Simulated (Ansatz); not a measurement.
Born–Oppenheimer molecular dynamics of CH₈GeN (11 atoms, charge 0, multiplicity 2). It starts at the highest image of a converged band. Of that band: A vibrational analysis at the climbing image gives one clearly imaginary mode, 1888i cm⁻¹, and a faint second one (37i cm⁻¹) that may be numerical noise or a soft torsion: probably a first-order saddle point.

All numbers below come from Ansatz 0.2.0, UHF/def2-SVP.

| Property | Result |
| --- | --- |
| ensemble | NVE (velocity Verlet) |
| time step | 0.5 fs |
| steps asked | 200 |
| starting velocities drawn for | 100 K |
| seed | 7606 |

First frame:

```xyz
11
Properties=species:S:1:pos:R:3
H 0.065 -0.438 -0.019
C 0.111 0.170 -1.366
N -0.101 1.558 -1.331
Ge -0.009 -1.038 1.644
H -0.672 -0.381 -1.881
H 1.108 -0.113 -1.698
H -1.007 1.820 -0.991
H 0.604 2.063 -0.828
H -0.483 0.084 2.589
H 1.377 -1.512 2.117
H -0.993 -2.215 1.764
```

Q: What does the run give?

A: All steps were run.

- steps done: 200
- time covered: 100 fs
- mean temperature over the second half: 688 K
- spread of the potential energy over the second half: 8.1 meV per atom
- mean potential energy of the second half above the start: -62.2 meV per atom

The conserved energy stayed within 0.17 meV per atom of its start (net change 9.1e-05 meV per atom), so the integration is sound. The system heated up, since it started high on the potential surface and ran downhill. A run of 0.1 ps of so small a system gives no equilibrium averages.

Q: What happens to the structure?

A: The step under study would form H1–Ge4 and break H1–C2. These pairs go: H1–Ge4 1.77 → 1.64 Å, H1–C2 1.48 → 4.92 Å. In the last frame they stand as after the step (other bonds may differ from the relaxed reactants and products). It ends as CH4N + GeH4. Pairs count as bonded within 1.25 times the sum of covalent radii (0.12 Å more for H–H). The details hang on the random start.

Q: How do temperature and energy run in time?

A: 
```json
{"time (fs)": "0.0", "T (K)": "100", "potential energy less start (eV)": "0.000", "conserved less start (meV/atom)": "0.00"}
{"time (fs)": "8.0", "T (K)": "44", "potential energy less start (eV)": "0.065", "conserved less start (meV/atom)": "0.03"}
{"time (fs)": "16.0", "T (K)": "208", "potential energy less start (eV)": "-0.125", "conserved less start (meV/atom)": "0.01"}
{"time (fs)": "24.0", "T (K)": "340", "potential energy less start (eV)": "-0.281", "conserved less start (meV/atom)": "-0.14"}
{"time (fs)": "32.0", "T (K)": "441", "potential energy less start (eV)": "-0.397", "conserved less start (meV/atom)": "-0.09"}
{"time (fs)": "40.0", "T (K)": "529", "potential energy less start (eV)": "-0.500", "conserved less start (meV/atom)": "-0.06"}
{"time (fs)": "48.0", "T (K)": "674", "potential energy less start (eV)": "-0.669", "conserved less start (meV/atom)": "-0.13"}
{"time (fs)": "56.0", "T (K)": "595", "potential energy less start (eV)": "-0.575", "conserved less start (meV/atom)": "0.06"}
{"time (fs)": "64.0", "T (K)": "633", "potential energy less start (eV)": "-0.619", "conserved less start (meV/atom)": "0.05"}
{"time (fs)": "72.0", "T (K)": "620", "potential energy less start (eV)": "-0.604", "conserved less start (meV/atom)": "0.08"}
{"time (fs)": "80.0", "T (K)": "615", "potential energy less start (eV)": "-0.598", "conserved less start (meV/atom)": "0.15"}
{"time (fs)": "88.0", "T (K)": "584", "potential energy less start (eV)": "-0.562", "conserved less start (meV/atom)": "0.07"}
{"time (fs)": "96.0", "T (K)": "646", "potential energy less start (eV)": "-0.635", "conserved less start (meV/atom)": "0.07"}
```

Run time: 5.3 min on 2 threads of Arm Neoverse V1 (shared host), peak memory 0.26 GiB.
